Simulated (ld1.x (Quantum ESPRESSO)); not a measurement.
## What one change does to a pseudopotential (Tc (Z = 43), TM semilocal)

technetium, norm-conserving Troullier–Martins (semilocal form), made with ld1.x (Quantum ESPRESSO) 7.5 (LDA (PZ), scalar-relativistic). Core [Kr], reference 4d5 5s0 5p0 (charge +2). Waves: 5p (bound, empty): rc 2.75 bohr; 4d (bound): rc 1.55 bohr; 5s (bound, empty): rc 2.10 bohr. Local part: the s channel. Core correction: none.

Change: all radii scaled by about 0.83 (s 1.74, p 2.28, d 1.28 bohr).

Cutoffs: the cutoffs (Ry, on a coarse ladder) from which the occupation-weighted sum of valence levels, in a spherical-Bessel basis at the reference potential, stays within 10 and 1 mRy of its value at 400 Ry; they do not see the model core or the augmentation charge, which bear on the density cutoff. Errors are all-electron minus pseudo energies relative to the spin-unpolarised reference configuration.

Problem. What does the change do?

Solution. The potential gets harder (50 Ry and 60 Ry → 55 Ry and 80 Ry); a bound ghost appears in s, which as a rule spoils a file; of the 9 tests that both files solve, the error grows in 4 and shrinks in 0 by more than 15 % and 0.3 meV (median size 36.7 → 78.3 meV). A smaller radius makes the pseudo-wave follow the all-electron one further in, where it bends more sharply, so more plane waves are needed. That the errors move this way runs against the usual rule that smaller radii transfer better. A semilocal file is local in each channel, so a ghost entry of none says nothing of the separable form that plane-wave codes build from it.

| quantity | base | changed |
| --- | --- | --- |
| cutoff, loose | 50 Ry | 55 Ry |
| cutoff, tight | 60 Ry | 80 Ry |
| bound ghosts | none | s (extra level of the local part) |
| error for 4d5 5s2 5p0, meV [ΔE -23.63 eV] | +80 | +191 |
| error for 4d5 5s1 5p0, meV [ΔE -15.20 eV] | +30 | +78 |
| error for 4d4 5s0 5p0, meV [ΔE 28.93 eV] | -37 | -36 |
| error for 4d6 5s0 5p0, meV [ΔE -17.09 eV] | -12 | -12 |
| error for 4d3 5s0 5p0, meV [ΔE 71.16 eV] | -172 | -171 |
| error for 4d5 5s0 5p2, meV [ΔE -15.74 eV] | +30 | +48 |
| error for 4d5 5s0 5p1, meV [ΔE -10.52 eV] | +14 | +19 |
| error for 4d5 5s0 5p0 (spin-polarised), meV [ΔE -3.92 eV] | +4566 | +4558 |
| error for 4d5 5s2 5p0 (spin-polarised), meV [ΔE -27.13 eV] | +4088 | +4225 |

Changed file: These tests converged, but a pseudo level misses the all-electron one widely, so the file describes the atom poorly there or has found another state: 4d3 5s0 5p0: empty 5s by 7.2 eV. A true bound ghost makes a file unfit for plane-wave use even where its test errors are small: the radial tests pick states by their node count and pass the ghost by.
